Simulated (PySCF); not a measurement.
Orbital gap (eV) of eight halogen compounds: PBE beside M06-2X, computed with PySCF for isolated molecules in the bases named; differences from unrounded values. The eight are the first of their class met in an unordered collection, after screening for sound electronic states; none was chosen by its value. Each molecule has one DFT geometry for both levels.

```tsv
molecule	basis	M06-2X	PBE	difference
C4H4ClF, SMILES F/C=C\C(=C)Cl	def2-TZVP	7.66	3.72	-3.95
Se(Br)(SMe) (CH₃BrSSe), SMILES Br[Se]SC	def2-TZVP	6.21	2.28	-3.93
C4H2BrF, SMILES Br/C(=C/F)C#C	def2-TZVP	7.81	3.80	-4.01
C₄H₅F, SMILES C#C[C@H](C)F	def2-TZVP	10.60	6.04	-4.57
1-bromo-1,1-difluoroethane (C₂H₃BrF₂), SMILES CC(F)(F)Br	def2-TZVP	10.30	5.70	-4.59
CBrCl3, SMILES C(Cl)(Br)(Cl)Cl	def2-TZVP	8.76	4.13	-4.63
(Z)-1,2-dichloro-1-fluoroprop-1-ene (C₃H₃Cl₂F), SMILES C/C(Cl)=C(\F)Cl	def2-TZVP	9.02	4.73	-4.29
C₄H₆F₂, SMILES C/C(F)=C(\C)F	def2-TZVP	9.74	5.26	-4.49
```

PBE lies below M06-2X in 8 and above it in 0 of the eight; the mean signed difference is -4.31 and the largest -4.63 eV.
